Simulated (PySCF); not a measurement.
# Ionisation energy of Sr¹⁰⁺ by level of theory

Sr¹⁰⁺ [Ar] 3d10 → Sr¹¹⁺ [Ar] 3d9 [3d3/2^4 3d5/2^5, M_J = 5/2], as a difference of total energies. Calculation: PySCF 2.14, in an uncontracted even-tempered set (18 s from 0.64 bohr⁻², ratio 2.8; 13 p from 0.83 bohr⁻², ratio 2.8; 9 d from 0.83 bohr⁻², ratio 2.8; 4 f from 5.7 bohr⁻², ratio 3); the two-component X2C-1e Hamiltonian. Correlated levels: [Ne] frozen; the 82 highest virtual spinors dropped. "Screened" scales the spin-orbit matrix elements by Boettger's factors to mimic the two-electron term; Breit and QED terms are absent.

```
                    method  ionisation energy (eV)
 GHF (screened spin-orbit)                  322.40
GMP2 (screened spin-orbit)                  324.17
```

Problem. How much does correlation contribute at GMP2 (screened spin-orbit)?

Solution. 324.17 − (322.40) = 1.77 eV, measured against GHF (screened spin-orbit).

For comparison: 324.07 ± 0.15 eV (measured; NIST Atomic Spectra Database, ionization energies).
